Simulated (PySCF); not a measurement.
**NMR problem set**

A single conformation, in vacuum, non-relativistic Hamiltonian, fast rotation and ring inversion assumed for equivalent nuclei. Geometry from GFN2-xTB; shieldings: GIAO PBE0/pcSseg-1; PySCF 2.14.0 with density-fitted response routines.

Chemical shifts δ = σref − σ; TMS for ¹H (σ = 31.72 ppm), ¹³C (σ = 186.93 ppm), all at this level. Splittings of carbon signals by F and P are missing where no couplings were computed. Where no couplings were computed, multiplicities follow the n + 1 count of equivalent neighbours, and m marks all less simple cases (inequivalent or close neighbours, rings, F or P nearby). Shifts are as computed. Against solution values, carbons near 30 ppm lie about +3 ppm off and those near 130 ppm about +5 ppm. Of 1211 compounds with measured shifts, 218 miss one by over three times the rms of a fit or turn the order of signals round; such compounds aren't used in these exercises.

Question: C8H12NP. ¹H NMR (600 MHz, computed): δ 7.02 (m, 1H), 6.02 (m, 1H), 5.59 (m, 1H), 5.49 (m, 1H), 4.58 (d, 2H), 2.60 (m, 3H), 2.51 (m, 3H). ¹³C{¹H} NMR (computed): δ 174.1, 150.2, 145.3, 131.6, 123.8, 56.1, 18.5, 18.0. Identify the compound.

Answer: `C=CCn1cc(C)pc1C`. 8 carbon signals for 8 carbons: no two carbons are equivalent. Carbon types of the structure: 2 × C, 2 × CH, 2 × CH2, 2 × CH3, which accounts for all hydrogens. δC 150.2: substituted aromatic carbon. δC 145.3: alkene CH; as expected for a trigonal carbon in a double bond. δC 131.6: aromatic CH next to a ring nitrogen. δC 123.8: terminal =CH2 carbon; as expected for a trigonal carbon in a double bond.

This is the structure that produced the data.

Question: C5H4NOP3. ¹H NMR (400 MHz, computed): δ 10.97 (m, 1H), 4.42 (s, 3H). ¹³C{¹H} NMR (computed): δ 242.0 (C), 188.8 (CH), 177.9 (C), 125.7 (C), 61.3 (CH3). Give a structure.

Answer: `COc1pcpc(C#N)p1`. 5 carbon signals for 5 carbons: no two carbons are equivalent. Carbon types of the structure: 3 × C, 1 × CH, 1 × CH3, which accounts for all hydrogens. δC 242.0: aromatic carbon bearing oxygen; an ipso carbon deshielded by its heteroatom. δC 125.7: nitrile carbon; typical of a nitrile. δC 61.3: methyl carbon bonded to O; the inductive effect lowers its shielding. δH 10.97: hydrogen on an aromatic CH; aromatic region.

This is the structure that produced the data.
